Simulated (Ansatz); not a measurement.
Geometry optimisation, Ansatz, RKS PBE-D4/def2-SVP.

input.yaml

```yaml
crystal:
  periodic: [false, false, false]
  atoms:
    - { symbol: B, position_ang: [0.0, 0.0, 0.0] }
    - { symbol: C, position_ang: [0.0, 0.0, 1.95] }
    - { symbol: H, position_ang: [-0.9996, -0.3092, 2.3205] }
    - { symbol: H, position_ang: [0.7676, -0.7111, 2.3205] }
    - { symbol: H, position_ang: [0.232, 1.0203, 2.3205] }
    - { symbol: H, position_ang: [1.0305, 0.0, -0.595] }
    - { symbol: F, position_ang: [-1.1431, 0.0, -0.66] }
    - { symbol: "N", position_ang: [-0.2369, -1.7396, 0.5833] }
    - { symbol: H, position_ang: [-0.6522, -2.4652, -0.0683] }
    - { symbol: H, position_ang: [0.0425, -2.0107, 1.5692] }
    - { symbol: H, position_ang: [-0.1566, -1.1499, 1.6165] }
basis:
  gaussian: { orbitals: def2-SVP }
hamiltonian:
  xc: pbe
  dispersion: d4
relax:
  f_tol: 0.15
  max_steps: 25
  restrain:
    - { distance: [0, 7], at: 2.75, k: 30.0 }
    - { distance: [10, 1], at: 2.31, k: 30.0 }
    - { distance: [0, 1], at: 1.6, k: 30.0 }
    - { distance: [10, 7], at: 1.06, k: 30.0 }
output:
  orbitals: {}
```

Command:

```bash
$ ansatz run input.yaml --threads 2 --pin off --max-ram 3072MiB --backend cpu --events-out ev --progress --plain --runs-dir out
```

Where does it end, and by what steps?

The forces met the threshold. The restraints hold the end off the free minimum. After 14 steps the energy has fallen by 6.093 eV (the restraints' own energy left out); H10 moved furthest, 1.37 Å. Parted: C2–H11 (1.21 → 2.32 Å).

```
step  energy less start (eV)  largest force component (eV/Å)  accepted
   0                  0.0000                           5.594       yes
   1                 -0.9080                           6.584       yes
   2                 -1.2607                           6.559       yes
   3                 -2.5223                           5.324       yes
   4                 -3.9082                           3.890       yes
   5                 -4.5248                           8.124       yes
   6                 -5.6633                           2.565       yes
   7                 -5.9777                           1.336       yes
   8                 -5.9801                           1.012       yes
   9                 -6.0707                           0.691       yes
  10                 -6.0806                           0.649       yes
  11                 -6.0701                           0.800        no
  12                 -6.0870                           0.620       yes
  13                 -6.0882                           0.625       yes
  14                 -6.0927                           0.628       yes
```

```xyz
11
Properties=species:S:1:pos:R:3
B 0.120 0.302 0.237
C -0.030 0.393 1.817
H -1.028 0.084 2.190
H 0.768 -0.157 2.355
H 0.091 1.462 2.108
H 1.202 0.279 -0.337
F -0.964 0.485 -0.533
N -0.217 -2.378 0.674
H -1.098 -2.822 0.386
H 0.448 -3.131 0.888
H -0.407 -1.882 1.572
```

Run time: 19 s on 2 threads of Intel(R) Xeon(R) Platinum 8488C (Sapphire Rapids), with other jobs on the host, peak memory 0.17 GiB.
